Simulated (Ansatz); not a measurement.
Cost and result for the atomization energy of C3H4F4, SMILES `FCCC(F)(F)F` (11 atoms, 10 bonds).

```xyz
11

F     0.671   -1.443    1.839
C     0.681   -0.937    0.555
C    -0.342    0.174    0.468
C    -0.410    0.791   -0.902
F    -1.319    1.770   -0.949
F     0.766    1.320   -1.271
F    -0.746   -0.110   -1.838
H     1.688   -0.570    0.343
H     0.444   -1.752   -0.133
H    -0.098    0.967    1.178
H    -1.335   -0.209    0.711
```

Total charge 0; spin multiplicity 1. Geometry: relaxed with PBE0-D4/def2-TZVP. It is one conformer, not always the lowest. Program: Ansatz. All runs use 4 threads of an Intel Xeon Platinum 8375C on a shared host. Times are those of one run each, without the atoms' runs, and a repeat can differ threefold. Electronic energies, without spin–orbit coupling; frozen cores. CCSD(T)/CBS adds CCSD(T) − MP2 in def2-TZVPP to the MP2 limit, and its time is that of the two runs behind it. T1 = 0.011. B3LYP takes the VWN-RPA correlation (the form of Gaussian; ORCA's B3LYP/G). HSE06 is the plane-wave form, built on full-range PBE exchange.

CCSD(T)/CBS is a level of theory with its own doubt, some kJ/mol a heavy atom from the limit and from the frozen cores, so smaller differences don't rank the functionals.

```json
{"level": "PBE-QIDH/def2-TZVPP", "functions": "273", "atomization (kJ/mol)": "4419.8", "difference from CCSD(T)/CBS": "-14.7", "per bond": "-1.5"}
{"level": "LDA (SPW92)/def2-TZVPP", "functions": "273", "atomization (kJ/mol)": "5271.3", "difference from CCSD(T)/CBS": "836.8", "per bond": "83.7"}
{"level": "B3LYP-D4/def2-TZVPP (with forces)", "functions": "273", "atomization (kJ/mol)": "4413.5", "difference from CCSD(T)/CBS": "-21.0", "per bond": "-2.1"}
{"level": "CCSD(T)/def2-SVP", "functions": "118", "atomization (kJ/mol)": "4245.0", "difference from CCSD(T)/CBS": "-189.5", "per bond": "-18.9"}
{"level": "CCSD(T)/CBS(def2)", "functions": "–", "atomization (kJ/mol)": "4434.5", "difference from CCSD(T)/CBS": "0.0", "per bond": "0.0"}
{"level": "CAM-B3LYP-D4/def2-TZVPP", "functions": "273", "atomization (kJ/mol)": "4468.0", "difference from CCSD(T)/CBS": "33.5", "per bond": "3.4"}
{"level": "BLYP-D4/def2-TZVPP", "functions": "273", "atomization (kJ/mol)": "4438.6", "difference from CCSD(T)/CBS": "4.1", "per bond": "0.4"}
{"level": "B2PLYP/def2-TZVPP", "functions": "273", "atomization (kJ/mol)": "4386.7", "difference from CCSD(T)/CBS": "-47.8", "per bond": "-4.8"}
{"level": "HSE06-D4/def2-TZVPP", "functions": "273", "atomization (kJ/mol)": "4470.2", "difference from CCSD(T)/CBS": "35.7", "per bond": "3.6"}
{"level": "MP2/def2-QZVPP", "functions": "519", "atomization (kJ/mol)": "4532.9", "difference from CCSD(T)/CBS": "98.4", "per bond": "9.8"}
{"level": "PBE0-D4/def2-TZVPP", "functions": "273", "atomization (kJ/mol)": "4465.7", "difference from CCSD(T)/CBS": "31.2", "per bond": "3.1"}
{"level": "CCSD(T)/def2-TZVPP", "functions": "273", "atomization (kJ/mol)": "4322.0", "difference from CCSD(T)/CBS": "-112.5", "per bond": "-11.2"}
{"level": "BHLYP-D4/def2-TZVPP", "functions": "273", "atomization (kJ/mol)": "4229.3", "difference from CCSD(T)/CBS": "-205.2", "per bond": "-20.5"}
```

Order the runs by time, with rough figures. (An estimate is asked.)

The calculation gave: LDA (SPW92)/def2-TZVPP 1.2 s; BLYP-D4/def2-TZVPP 1.9 s; BHLYP-D4/def2-TZVPP 2.6 s; PBE0-D4/def2-TZVPP 3.1 s; CAM-B3LYP-D4/def2-TZVPP 3.1 s; HSE06-D4/def2-TZVPP 3.2 s; B3LYP-D4/def2-TZVPP (with forces) 4 s; PBE-QIDH/def2-TZVPP 5 s; B2PLYP/def2-TZVPP 5.5 s; CCSD(T)/def2-SVP 9.5 s; MP2/def2-QZVPP 32 s; CCSD(T)/def2-TZVPP 4.8 min; CCSD(T)/CBS(def2) 5.3 min.

At CCSD(T), def2-SVP lies −189.5 kJ/mol from the extrapolated value and def2-TZVPP −112.5 kJ/mol: correlation converges slowly with the basis, and small sets miss more of it in the bonded molecule than in its fragments. From BLYP to BHLYP (50 % exact exchange), in def2-TZVPP and without D4, the atomization energy moves by −187.3 kJ/mol: exact exchange takes away binding that semilocal exchange gives to molecules. In def2-TZVPP, CCSD(T) changes the Hartree–Fock value by +1162.5 kJ/mol (the triples alone add +78.1 kJ/mol) and MP2 by +1307.2 kJ/mol; breaking electron pairs costs correlation energy, which Hartree–Fock lacks.
